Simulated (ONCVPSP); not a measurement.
## In: one change to an ONCV potential, before and after

| Property | Result |
| --- | --- |
| Element | indium |
| Generator | ONCVPSP 4.0.1 |
| Type | optimised norm-conserving Vanderbilt (ONCV) |
| Functional | Wu-Cohen |
| Relativity | fully relativistic |
| Frozen core | [Kr] |
| Valence charge | 13 |
| Reference configuration | 4d10 5s1.5 5p1.5 |
| Partial waves | 5s: rc 2.00 bohr, ncon 3, nbas 6, qcut 3.1 1/bohr, 2 projectors, debl 1.8 Ha; 5p: rc 2.50 bohr, ncon 5, nbas 10, qcut 3.6 1/bohr, 2 projectors, debl 1.2 Ha; 4d: rc 1.45 bohr, ncon 4, nbas 9, qcut 9.6 1/bohr, 2 projectors, debl 0.5 Ha |
| Local potential | polynomial inside 0.90 bohr (lpopt 5, dvloc0 4 Ha) |
| Core correction | polynomial model core, fcfact 0.4 |

Open shells are filled in proportion to 2j + 1.

In the d channel the program set the typed energies aside and used -0.700, 0.250 Ha (j = l + 1/2; the other j can differ).

Change: all radii but the core radius scaled by about 1.23 (s 2.46, p 3.06, d 1.78 bohr); local potential polynomial inside 1.10 bohr (lpopt 5, dvloc0 4 Ha).

Cutoffs: the cutoffs (Ha) at which the residual kinetic energy of the hardest occupied pseudo-wave falls to 1 and 0.1 mHa per electron; they do not see the model core or the augmentation charge, which bear on the density cutoff. Errors are all-electron minus pseudo energies relative to the spin-unpolarised reference configuration.

Task: How do hardness, ghosts and transferability respond?

Result: The potential gets softer (36 Ha and 41 Ha → 32 Ha and 36 Ha); the bound ghosts move from p, s to s; the lowest positive-energy flag moves from none to p3/2 at 18.7 eV; of the 4 tests that both files solve, the error grows in 3 and shrinks in 1 by more than 15 % and 0.3 meV (median size 6.3 → 9.5 meV). A larger radius leaves more room for a smooth pseudo-wave, so fewer plane waves are needed.

```tsv
quantity	base	changed
cutoff, loose	36 Ha	32 Ha
cutoff, tight	41 Ha	36 Ha
loose cutoff by channel	s 5.8 Ha, p 4.7 Ha, d 36 Ha	s 4.3 Ha, p 3.6 Ha, d 32 Ha
bound ghosts	s, p3/2, p1/2	s
GHOST(+) flags under 300 eV	none	p3/2 at 18.7 eV, p1/2 at 25.4 eV
error for 4d10 5s2 5p1, meV [ΔE -2.91 eV]	-0.7	-1.3
error for 4d10 5s2 5p0, meV [ΔE 2.45 eV]	-2.0	-3.8
error for 4d10 5s1 5p0, meV [ΔE 21.75 eV]	-11	-15
error for 4d9 5s2 5p1, meV [ΔE 22.16 eV]	-142	-65
rms error of d²Exc/dni dnj with the model core, mHa	2.37	2.83
```

 A true bound ghost makes a file unfit for plane-wave use even where its test errors are small: the radial tests pick states by their node count and pass the ghost by.
